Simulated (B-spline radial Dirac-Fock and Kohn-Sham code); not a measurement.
**Characteristic X-ray lines: Os¹³⁺**

System: Os¹³⁺, configuration 1s2 2s2 2p6 3s2 3p6 3d10 4s2 4p6 4d10 4f13 5s2 5p2.

Model: Dirac-Fock ΔSCF + Breit + QED. Program: a radial finite-basis atomic code. A line energy is the difference of two single-hole energies; the list is a selection of electric-dipole transitions between resolved j subshells. No correlation.

```
 line  energy (eV)  wavelength (Å)
 Kβ2'      73406.6         0.16890
Kβ2''      73327.0         0.16908
  Kβ1      71410.5         0.17362
  Kβ3      71076.2         0.17444
  Kα1      62997.3         0.19681
  Kα2      61483.2         0.20166
  Lγ3      12511.7         0.99095
  Lγ2      12432.1         0.99729
  Lγ1      12104.2          1.0243
  Lγ5      11733.3          1.0567
  Lβ7      10826.7          1.1452
  Lβ2      10604.9          1.1691
```

Values without a named source are computed, but for edge energies of neutral atoms, which are taken from tables.
